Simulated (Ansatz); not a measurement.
Consider the ligand exchange at the Al–C bond: `N[SiH2][CH2][AlH2]` + `C[SiH2]CS` → `C[SiH2]C[S][AlH2]` + `C[SiH2]N`.

Computed with Ansatz on PBE0-D4/def2-TZVP structures; ΔE is electronic, products minus reactants. CCSD(T)/CBS is the MP2 limit (def2-TZVPP, def2-QZVPP) plus CCSD(T) − MP2 in def2-TZVPP, frozen cores. DFT in def2-TZVPP. One conformer a species, not always the lowest.

Q: Is it downhill or uphill in electronic energy at CCSD(T)/CBS, and by how much? (Best estimate.)

A: The calculation gave: Downhill: ΔE = -17.4 kcal/mol.

Q: What do these levels give: PBE-D4, r2SCAN-D4, ωB97M-V, PBE0, CCSD/def2-TZVPP, CCSD(T)/def2-TZVPP? (Estimate.)

A: Ansatz gave: PBE-D4 -17.6, r2SCAN-D4 -18.0, ωB97M-V -17.1, PBE0 -17.3, CCSD/def2-TZVPP -16.3, CCSD(T)/def2-TZVPP -16.8 kcal/mol.

Largest T1 diagnostic among the species: 0.011.

In def2-TZVPP, CCSD(T) changes the Hartree–Fock value by −1.5 kcal/mol (the triples alone add −0.5 kcal/mol) and MP2 by −2.7 kcal/mol.
